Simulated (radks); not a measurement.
Results of a calculation; reference values are marked as such.
Species: Tc3.5+. Configuration: [Kr] 4d2.5 5s1 (fractional occupations, a model configuration). Level of theory: Dirac Kohn-Sham, PBEsol, spin-unpolarised, spherical densities, finite nucleus; open shells are shared between the two j in proportion to 2j + 1; Fermi nuclear charge, rms radius 4.4112 fm (a radial shooting solver on a logarithmic mesh with Libxc functionals).

X-ray form factor f0, the Fourier transform of the density (f0(0) = 39.5):

sin(theta)/lambda (1/angstrom)  f0 (electrons)
0.05                                    39.000
0.1                                     37.625
0.15                                    35.673
0.2                                     33.464
0.25                                    31.231
0.3                                     29.105
0.4                                     25.377
0.5                                     22.399
0.6                                     20.049
0.8                                     16.432
1                                       13.437
1.25                                    10.355
1.5                                      8.174
2                                        5.959
